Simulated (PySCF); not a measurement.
Compound: C₅H₈NPSi.
Atom-mapped SMILES: `[CH2:1]=[CH:2][n:3]1[cH:4][p:5][c:6]([SiH3:7])[cH:8]1` (hydrogens: H9, H10 on C1; H11 on C2; H12 on C4; H13, H14, H15 on Si7; H16 on C8)

Method used: PySCF, TDDFT B3LYP/def2-SVPD, vertical, gas phase, core orbitals frozen in the response. One conformer (not necessarily the lowest) at the GFN2-xTB geometry, without solvent, vibrations or thermal averaging. Torsions of this conformer, `[CH2:1]=[CH:2][n:3]1[cH:4][p:5][c:6]([SiH3:7])[cH:8]1`: C1–C2–N3–C4 0°.

Kohn–Sham orbitals with the atoms that hold most of them (Löwdin shares over 4%, at most four atoms; ? is withheld):

| orbital | ε (eV) | atoms |
| --- | --- | --- |
| LUMO+2 | 0.30 | Si7 15%, C2 14%, C8 14%, H16 10% |
| LUMO+1 | -0.18 | C6 24%, C8 20%, P5 19%, Si7 9% |
| LUMO | -1.44 | P5 22%, C4 18%, C1 16%, C2 14% |
| HOMO | ? | ? |
| HOMO-1 | -6.80 | ? |
| HOMO-2 | -7.69 | P5 65%, C6 14%, C4 9%, C8 4% |
| HOMO-3 | -8.50 | C2 24%, C1 20%, C6 12%, C8 9% |

Problem. Give the leading atoms of the HOMO-1.

Solution. C6 (bonded to C, P and Si) 23%; C4 (bonded to N, P and H) 18%; C8 (bonded to C, N and H) 16%; N3 (bonded to 3 C) 12%. By element: carbon 57% or more, nitrogen 12%.

Problem. Which atoms hold the HOMO, and with what shares?

Solution. P5 (bonded to 2 C) 32%; C4 (bonded to N, P and H) 18%; N3 (bonded to 3 C) 13%; C1 (bonded to C and 2 H) 9%. By element: phosphorus 32%, carbon 27% or more, nitrogen 13%.

Problem. What is the HOMO energy, and the HOMO–LUMO gap?

Solution. ε(HOMO) = -6.37 eV; the gap is 4.92 eV (0.1808 hartree).

Problem. The HOMO–LUMO gap is 4.92 eV. Where does the response calculation put the lowest singlet, and from which orbitals?

Solution. S1 is at 4.65 eV (f = 0.209), 0.27 eV below the gap, made of HOMO→LUMO (87%). Without the coupling terms of the response equations the lowest excitation would equal the gap.

Problem. One configuration dominates each of S1, S2, S3, S4 and S7. Which, and how do the shares of the two leading atoms of either orbital change from the occupied to the empty one?

Solution. 
- S1 (4.65 eV, f 0.209), HOMO→LUMO (87%): P5 32% → 22%, C4 18% → 18%
- S2 (4.75 eV, f 0.098), HOMO-1→LUMO (88%): C6 23% → at most 15%, C4 18% → 18%, P5 at most 13% → 22%
- S3 (5.33 eV, f 0.0077), HOMO-2→LUMO (98%): P5 65% → 22%, C6 14% → at most 15%, C4 9% → 18%
- S4 (5.58 eV, f 0.047), HOMO→LUMO+1 (88%): P5 32% → 19%, C4 18% → at most 9%, C6 at most 10% → 24%, C8 at most 10% → 20%
- S7 (6.17 eV, f 0.569), HOMO-1→LUMO+1 (84%): C6 23% → 24%, C4 18% → at most 9%, C8 16% → 20%

On one thread, Arm Neoverse V1 (aarch64), no GPU (shared host), this took 44 s of wall time and 0.87 GiB of memory at its peak.
